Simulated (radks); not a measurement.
Task: Species: the calcium ion Ca2+. Configuration: [Ar]. Method: scalar-relativistic Kohn-Sham, LDA (Slater exchange, Perdew-Wang correlation), spin-unpolarised, spherical densities, finite nucleus; Fermi nuclear charge, rms radius 3.4776 fm; computed with a radial shooting solver on a logarithmic mesh with Libxc functionals. Some entries of the table are withheld. Estimate them.

orbital  occ.  eigenvalue (Ry)  <r> (bohr)  r(max) (bohr)
1s          2        -290.5854     0.07702        0.05040
2s          2        -31.50550      0.3655            (1)
2p          6              (2)         (3)            (4)
3s          2         -4.56240       1.153         0.9920
3p          6         -3.16937       1.258          1.044

Result: 
(1) 2s r(max) (bohr): 0.3007
(2) 2p eigenvalue (Ry): -25.73370
(3) 2p <r> (bohr): 0.3283
(4) 2p r(max) (bohr): 0.2465
